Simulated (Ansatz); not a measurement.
Program: Ansatz. Geometries: PBE0-D4/def2-TZVP. ΔE: electronic, gas phase. CCSD(T)/CBS is the MP2 limit (def2-TZVPP, def2-QZVPP) plus CCSD(T) − MP2 in def2-TZVPP, frozen cores. DFT in def2-TZVPP. Elements past krypton have def2 core potentials. For Ge, Sn outer-core shells are correlated without core-valence functions, which leaves a few kJ/mol of doubt a bond. Scalar relativity is left out up to krypton.

`[SnH3][SiH]1CO1` + GeH₄ → `[GeH3][SiH]1CO1` + `[SnH4]`  (formal exchange of groups at the Si–Sn bond)

**Question.** Is it downhill or uphill in electronic energy at CCSD(T)/CBS, and by how much? (An estimate is asked.)

**Answer.** The calculation gave: Uphill: ΔE = +3.1 kcal/mol.

**Question.** What do these levels give: PBE-D4, r2SCAN-D4, PBE0-D4, ωB97X-V, B2PLYP, r2SCAN, MP2/def2-TZVPP, CCSD/def2-TZVPP, CCSD(T)/def2-TZVPP, HF/def2-QZVPP, SCS-MP2/def2-QZVPP, MP2/CBS(def2)? (Estimate.)

**Answer.** The calculation gave: PBE-D4 2.3, r2SCAN-D4 2.1, PBE0-D4 2.3, ωB97X-V 2.0, B2PLYP 2.4, r2SCAN 2.1, MP2/def2-TZVPP 2.7, CCSD/def2-TZVPP 1.9, CCSD(T)/def2-TZVPP 2.0, HF/def2-QZVPP 2.4, SCS-MP2/def2-QZVPP 3.2, MP2/CBS(def2) 3.8 kcal/mol.

Largest T1 diagnostic among the species: 0.015.
